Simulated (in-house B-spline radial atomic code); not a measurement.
Whole-atom quantities along the 46-electron series, configuration [Kr] 4d10. Breit and QED terms are first order and not part of the total energy; the density at the nucleus is averaged over the nuclear charge. Computed with a radial B-spline atomic code at the basis-set limit: Dirac-Hartree-Fock, average of the configuration, finite nuclei.

```csv
ion,Z,E/Z² (Eh),Σ<r²> (bohr²),n(0)/Z³ (bohr⁻³),Lamb diamagnetic shielding (ppm),repulsion over attraction,Breit energy (eV),self-energy (eV),vacuum polarisation (eV),Dirac less non-relativistic energy (Eh)
Pd,46,-2.3839,42.982,1.3168,4720.87,0.15693,89.53,67.699,-8.1261,-106.48
Ag+,47,?,?,?,?,?,?,?,?,?
Cd2+,48,-2.4273,29.138,1.3879,5007.78,0.15392,103.6,78.632,-9.7334,-128.14
In3+,49,?,?,?,?,?,?,?,?,?
Sn4+,50,-2.4692,22.514,1.4668,5295.45,0.15038,119.17,90.823,-11.588,-153.12
Sb5+,51,-2.4895,20.207,1.5085,5440.05,0.14853,127.55,97.422,-12.618,-166.96
Te6+,52,-2.5096,18.302,1.5502,5585.3,0.14665,136.34,104.37,-13.72,-181.77
I7+,53,-2.5292,16.696,1.5968,5731.27,0.14476,145.54,111.69,-14.901,-197.58
Xe8+,54,-2.5486,15.321,1.6438,5878.02,0.14286,155.18,119.39,-16.164,-214.46
```

(1) Fill in the row of Ag+.

(2) Fill in the row of In3+.

(3) With what power of Z does the column «Dirac less non-relativistic energy (Eh)» change over this range?

Results:

(1) E/Z² (Eh): -2.4058; Σ<r²> (bohr²): 34.395; n(0)/Z³ (bohr⁻³): 1.3526; Lamb diamagnetic shielding (ppm): 4864.4; repulsion over attraction: 0.15553; Breit energy (eV): 96.381; self-energy (eV): 73.014; vacuum polarisation (eV): -8.9008; Dirac less non-relativistic energy (Eh): -116.92.

(2) E/Z² (Eh): -2.4484; Σ<r²> (bohr²): 25.39; n(0)/Z³ (bohr⁻³): 1.4271; Lamb diamagnetic shielding (ppm): 5151.4; repulsion over attraction: 0.15218; Breit energy (eV): 111.19; self-energy (eV): 84.564; vacuum polarisation (eV): -10.628; Dirac less non-relativistic energy (Eh): -140.2.

(3) A fit of the logarithm of its size against log Z from Z = 46 to 54 has slope 4.37. An unscreened hydrogenic electron would give 4 at low Z; screening makes the apparent power larger near the neutral end, and relativity raises it again at high Z.
